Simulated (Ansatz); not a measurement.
Breaking the Si1–Cl2 bond in ClH3Si (SMILES [SiH3]Cl) (multiplicity 1 held, fragments rigid). Energies count from the point at 2.066 Å.
Geometry at that point (charge 0, multiplicity 1):
```xyz
5

Si    -0.99094    -0.03421    -0.02691
Cl     1.07340     0.03706     0.02915
H     -1.39746    -1.01153    -1.05530
H     -1.49637     1.31045    -0.36517
H     -1.48086    -0.44996     1.30167
```

Restricted levels (R-, RO-) in cc, def2 and unpolarised 6-31G sets keep to the state of the molecule at rest. Unrestricted levels (U-) break spin symmetry where that is lower. Active spaces are followed from a long bond inwards. Curves can end on different states.

Correlated levels freeze the cores.

Codes used: Ansatz (Gaussian orbitals). Each number belongs to the level named beside it.

Energies in kcal/mol.

| R (Å) | R-HF/cc-pV(D+d)Z | R-SCS-MP2/cc-pV(D+d)Z | U-CCSD(T)/cc-pV(D+d)Z | R-CCSDT(Q)/cc-pV(D+d)Z | FIC-NEVPT4(SD) on CASSCF(6,4)/cc-pV(D+d)Z | FIC-MRCISD+Q on CASSCF(6,4)/cc-pV(D+d)Z |
|---|---|---|---|---|---|---|
| 1.653 | 74.8 | 74.2 | 74.6 | 74.7 | 74.6 | 74.6 |
| 1.860 | 13.5 | 13.3 | 13.5 | 13.6 | 13.5 | 13.6 |
| 2.066 | 0.0 | 0.0 | 0.0 | 0.0 | 0.0 | 0.0 |
| 2.273 | 6.7 | 6.7 | 6.4 | 6.3 | 6.2 | 6.2 |
| 2.480 | 21.2 | 20.9 | 20.2 | 20.0 | 19.4 | 20.0 |
| 2.790 | 46.3 | 45.2 | 43.5 | 43.1 | 42.4 | 43.0 |
| 3.099 | 69.7 | 67.6 | 65.3 | 63.3 | 62.6 | 63.2 |
| 3.616 | 101.4 | 96.7 | 90.1 | 85.7 | 85.3 | 85.9 |
| 4.133 | 124.5 | 116.1 | 97.6 | 93.8 | 94.9 | 95.5 |
| 4.753 | 143.7 | 128.5 | 99.2 | 93.3 | 98.3 | 98.4 |
| 5.579 | 158.9 | 131.0 | 99.5 | 91.1 | 98.9 | 99.0 |
| 6.612 | 169.0 | 121.8 | 99.6 | 91.3 | 99.2 | 99.1 |

Doubts at one or more of the structures used: a restricted determinant that unrestricted orbitals would lower (R-HF/cc-pV(D+d)Z, R-SCS-MP2/cc-pV(D+d)Z, R-CCSDT(Q)/cc-pV(D+d)Z); a spin-contaminated determinant (U-CCSD(T)/cc-pV(D+d)Z); T1 above 0.05 (U-CCSD(T)/cc-pV(D+d)Z, R-CCSDT(Q)/cc-pV(D+d)Z); other coupled-cluster roots lie near (R-CCSDT(Q)/cc-pV(D+d)Z); active orbitals that take no part (FIC-NEVPT4(SD) on CASSCF(6,4)/cc-pV(D+d)Z, FIC-MRCISD+Q on CASSCF(6,4)/cc-pV(D+d)Z).

Ansatz is a program for electronic structure.
